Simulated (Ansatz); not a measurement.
Total energies of Na10Br10 (started as a model of: 2x2x5 NaBr rock-salt block) from Ansatz at PBE0-D4/def2-SVP, gas phase (1 Eh = 27.2114 eV = 2625.5 kJ/mol). The reference geometry is relaxed at r2SCAN-D4/def2-SVP.

```xyz
20

Na    4.1897   -3.9731    0.6625
Br    3.2166   -1.5133   -0.2155
Na    1.5543    0.6827   -0.7712
Br    0.4784    3.1360   -1.6188
Na   -1.2497    5.2637   -2.1235
Br    3.3292   -3.8458    3.3031
Na    1.8776   -1.5816    2.3828
Br    0.5584    0.9114    1.9313
Na   -0.9124    3.1558    0.9531
Br   -2.2430    5.6167    0.4491
Br    2.2427   -5.6163   -0.4506
Na    0.9124   -3.1553   -0.9527
Br   -0.5587   -0.9112   -1.9300
Na   -1.8774    1.5814   -2.3822
Br   -3.3288    3.8448   -3.3041
Na    1.2499   -5.2641    2.1224
Br   -0.4781   -3.1359    1.6193
Na   -1.5545   -0.6824    0.7725
Br   -3.2167    1.5138    0.2161
Na   -4.1898    3.9729   -0.6636
```

| state | geometry | energy (Eh) |
| --- | --- | --- |
| charge 0 singlet | reference | -27358.19154 |
| charge 1 doublet | reference | -27357.87494 |
| charge -1 doublet | reference | -27358.20209 |

Single mean-field runs in def2-SVP are fitted with def2-universal-jkfit.

Question: Work out the vertical ionisation energy to the doublet.

Answer: E(charge 1 doublet) − E(charge 0 singlet) = -27357.87494 − (-27358.19154) = 0.31660 Eh = 8.62 eV. For comparison, −ε of the highest occupied level is 7.50 eV at this level, 1.12 eV less.

Question: Work out the vertical electron affinity, to the doublet.

Answer: E(charge 0 singlet) − E(charge -1 doublet) = -27358.19154 − (-27358.20209) = 0.01055 Eh = 0.29 eV. The basis lacks diffuse functions, which makes affinities too small.

Question: Give the fundamental gap IE − EA, the Mulliken electronegativity (IE + EA)/2 and the hardness (IE − EA)/2.

Answer: From the values in Eh: IE − EA = 0.31660 − 0.01055 = 0.30605 Eh = 8.33 eV; (IE + EA)/2 = 4.45 eV; (IE − EA)/2 = 4.16 eV. The HOMO–LUMO gap of the same run is 6.52 eV, 1.81 eV smaller than the fundamental gap.

At PBE0-D4/def2-SVP the highest occupied level of the charge -1 doublet lies above zero (up to 0.43 eV). By energy differences its removal costs 0.29 eV (vertical, to the charge 0 singlet, at PBE0-D4/def2-SVP); self-interaction error and the lack of diffuse functions both raise the level.
